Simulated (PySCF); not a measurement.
Species: CH5ClGeS.
Cartesian coordinates in Å at the PBE0-D3(BJ)/def2-SVP level; atoms count from 1:
```
atom  x, y, z in Å
C1    -1.447   -0.324   -0.329
S2    -0.129   -0.934   -1.429
Ge3    1.573   -0.839   -0.037
Cl4    1.146   -2.054    1.713
H5    -1.513   -0.942    0.577
H6    -2.387   -0.411   -0.891
H7    -1.292    0.729   -0.056
H8     1.790    0.579    0.513
H9     2.793   -1.430   -0.751
```

Method used: PySCF, TDDFT B3LYP/def2-SVPD, vertical, gas phase, core orbitals frozen in the response. Relativistic effects, spin–orbit coupling among them, are left out although an element past zinc is present.

Ground-to-excited transition dipoles (e·a0, same axes as the geometry; the sign carries no meaning), for the states with f of 0.002 or more among the lowest 7:

```json
{"state": "S1", "E (eV)": "4.951", "μx": "0.132", "μy": "-0.212", "μz": "0.188"}
{"state": "S2", "E (eV)": "5.822", "μx": "-0.228", "μy": "-0.207", "μz": "-0.022"}
{"state": "S3", "E (eV)": "6.064", "μx": "0.077", "μy": "0.019", "μz": "-0.086"}
{"state": "S4", "E (eV)": "6.226", "μx": "0.022", "μy": "0.229", "μz": "-0.083"}
{"state": "S5", "E (eV)": "6.465", "μx": "0.442", "μy": "0.115", "μz": "0.388"}
{"state": "S6", "E (eV)": "6.517", "μx": "-0.399", "μy": "0.194", "μz": "-0.070"}
{"state": "S7", "E (eV)": "7.038", "μx": "-0.090", "μy": "0.032", "μz": "-0.128"}
```

Work out the oscillator strengths.

f = (2/3) ΔE |μ|² with ΔE in hartree (27.2114 eV).

```
state  |μ|² (au)  |μ| (D)      f
   S1      0.098     0.80  0.012
   S2      0.095     0.78  0.014
   S3      0.014     0.30  0.002
   S4      0.060     0.62  0.009
   S5      0.359     1.52  0.057
   S6      0.201     1.14  0.032
   S7      0.026     0.41  0.004
```

Which bond between heavy atoms lies closest to the direction of the S5 transition dipole?

S2–Ge3, at 9° from it; next Ge3–Cl4 at 74°.

What angle do the transition dipoles of S2 and S5 make?

|cos θ| = |μa·μb| / (|μa| |μb|) = 0.72, so θ ≈ 44° (taken between 0 and 90°, since the signs are arbitrary).

What peak molar absorption coefficient would the strongest computed level give as a lone Gaussian band 0.4 eV wide at half height?

ε(max) = 2.175×10⁸ f / FWHM, with the width in cm⁻¹. S5: 2.175×10⁸ × 0.0569 / 3226 ≈ 3800 L mol⁻¹ cm⁻¹.

The vertical ionisation energy (ΔSCF) is 9.34 eV, 2.30 eV above S7.

The run took 37 s of wall time (with the writing of density and orbital grids) on Arm Neoverse V2, one thread, on a shared host, and the process peaked at 0.71 GiB of memory.

One conformer stands for the species.
